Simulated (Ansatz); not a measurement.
Relaxation of C₃H₈BFO (14 atoms, charge 0, multiplicity 1), to a largest force component of 0.02 eV/Å in at most 50 steps.

Method: Ansatz, RKS PBE-D4/def2-SVP.

```xyz
14
Properties=species:S:1:pos:R:3
C -0.694 -1.197 0.485
C 0.210 0.041 0.497
B 1.252 -0.070 -0.702
O 0.925 -0.052 -2.087
C -0.561 1.356 0.392
F 0.299 2.456 0.528
H -1.307 -1.166 -0.465
H 0.201 -0.584 -0.681
H -1.442 -1.078 1.373
H 0.771 0.027 1.485
H 2.427 -0.145 -0.414
H 0.731 -1.009 -2.292
H -1.156 1.464 -0.574
H -1.332 1.431 1.251
```

**Question.** Where does it end, and by what steps?

**Answer.** It converged. The force dipped under the threshold on the way, but the program's further checks kept it going. After 33 steps the energy has fallen by 7.452 eV; H8 moved furthest, 1.98 Å. Parted: C2–H8, B3–H8. Joined: C1–H8.

```csv
step,energy less start (eV),largest force component (eV/Å),accepted
0,0.0000,5.758,yes
2,-2.3235,3.253,yes
4,-4.7163,3.893,yes
6,-6.4926,1.549,yes
8,-7.0795,1.055,yes
10,-7.3301,0.388,yes
12,-7.4184,0.468,yes
14,-7.4453,0.147,yes
16,-7.4486,0.024,yes
18,-7.4489,0.045,yes
20,-7.4492,0.018,yes
22,-7.4499,0.032,yes
24,-7.4501,0.059,yes
26,-7.4509,0.072,yes
28,-7.4514,0.046,yes
30,-7.4518,0.028,yes
32,-7.4517,0.034,no
33,-7.4518,0.006,yes
```

```xyz
14
Properties=species:S:1:pos:R:3
C -0.740 -1.106 0.500
C 0.203 0.113 0.416
B 1.198 -0.107 -0.798
O 0.863 0.412 -2.012
C -0.584 1.413 0.312
F 0.289 2.499 0.283
H -1.377 -1.187 -0.405
H -0.172 -2.054 0.590
H -1.416 -1.041 1.379
H 0.800 0.152 1.355
H 2.213 -0.786 -0.687
H 1.512 0.193 -2.704
H -1.196 1.430 -0.618
H -1.269 1.544 1.182
```

Whether the end is a true minimum wasn't checked by a vibrational analysis.

Time of the run: 97 s on 2 threads of Arm Neoverse V1 (shared host), peak memory 0.16 GiB.
